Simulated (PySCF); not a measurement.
# Bonding in `C=C(C)[SiH2]S[SiH3]`

C3H10SSi2.
Atom-mapped SMILES: `[CH2:1]=[C:2]([CH3:3])[SiH2:4][S:5][SiH3:6]` (hydrogens: H7, H8 on C1; H9, H10, H11 on C3; H12, H13 on Si4; H14, H15, H16 on Si6)

Cartesian coordinates in Å at the PBE0-D3(BJ)/def2-SVP level; atoms count from 1:
```xyz
16
C3H10SSi2 angstrom
C     -1.9969   -1.2993   -1.2735
C     -1.3753   -0.3124   -0.6117
C     -1.9050    1.0900   -0.5492
Si     0.2295   -0.7056    0.2671
S      1.7410    0.6057   -0.5479
Si     3.1516    0.5479    1.0694
H     -1.5915   -2.3150   -1.3193
H     -2.9435   -1.1268   -1.8010
H     -1.1695    1.8046   -0.9537
H     -2.8426    1.1966   -1.1157
H     -2.0948    1.3971    0.4930
H      0.1398   -0.4373    1.7382
H      0.5911   -2.1382    0.0561
H      3.5106   -0.8605    1.4176
H      2.6075    1.2140    2.2901
H      4.3644    1.2726    0.5947
```

Bond orders from the PBE0/pcSseg-1 density (PySCF). Geometry: PBE0-D3(BJ)/def2-SVP, one conformer, isolated molecule.

**Question.** How far do the computed orders between heavy atoms stray from the drawn ones?

**Answer.** The largest departure is 0.119, at C2–Si4 (drawn single, 0.881).

**Question.** Give the Mayer order of every bond, beside its length.

**Answer.** 
```json
{"bond": "C1–C2", "drawn as": "double", "length (Å)": "1.341", "Mayer order": "1.956"}
{"bond": "C2–C3", "drawn as": "single", "length (Å)": "1.500", "Mayer order": "1.040"}
{"bond": "C2–Si4", "drawn as": "single", "length (Å)": "1.871", "Mayer order": "0.881"}
{"bond": "Si4–S5", "drawn as": "single", "length (Å)": "2.161", "Mayer order": "0.942"}
{"bond": "S5–Si6", "drawn as": "single", "length (Å)": "2.147", "Mayer order": "0.952"}
{"bond": "C1–H7", "drawn as": "single", "length (Å)": "1.095", "Mayer order": "0.945"}
{"bond": "C1–H8", "drawn as": "single", "length (Å)": "1.097", "Mayer order": "0.947"}
{"bond": "C3–H9", "drawn as": "single", "length (Å)": "1.102", "Mayer order": "0.944"}
{"bond": "C3–H10", "drawn as": "single", "length (Å)": "1.101", "Mayer order": "0.962"}
{"bond": "C3–H11", "drawn as": "single", "length (Å)": "1.103", "Mayer order": "0.947"}
{"bond": "Si4–H12", "drawn as": "single", "length (Å)": "1.498", "Mayer order": "0.913"}
{"bond": "Si4–H13", "drawn as": "single", "length (Å)": "1.493", "Mayer order": "0.922"}
{"bond": "Si6–H14", "drawn as": "single", "length (Å)": "1.495", "Mayer order": "0.913"}
{"bond": "Si6–H15", "drawn as": "single", "length (Å)": "1.493", "Mayer order": "0.915"}
{"bond": "Si6–H16", "drawn as": "single", "length (Å)": "1.490", "Mayer order": "0.944"}
```

Bonds between the same two heavy elements. C–C: lowest C2–C3 (1.040, 1.500 Å), highest C1–C2 (1.956, 1.341 Å). S–Si: all 2 within 0.02 of one another (0.942 to 0.952).

**Question.** Sum the orders of all bonds at each heavy atom with more than one neighbour and set the sums beside the valence in the SMILES.

**Answer.** C1 3.848 (drawn 4), C2 3.877 (drawn 4), C3 3.893 (drawn 4), Si4 3.658 (drawn 4), S5 1.894 (drawn 2), Si6 3.724 (drawn 4). Orders between atoms that aren't bonded are not in these sums.

For a closed shell the Mayer order of atoms A and B is Σ (PS)μν (PS)νμ over the basis functions μ on A and ν on B, with P the density and S the overlap matrix.

These values come from a run that also computed NMR shieldings. Hardware: Arm Neoverse V1, one thread, no GPU, on a shared host. Cost: 22 s.
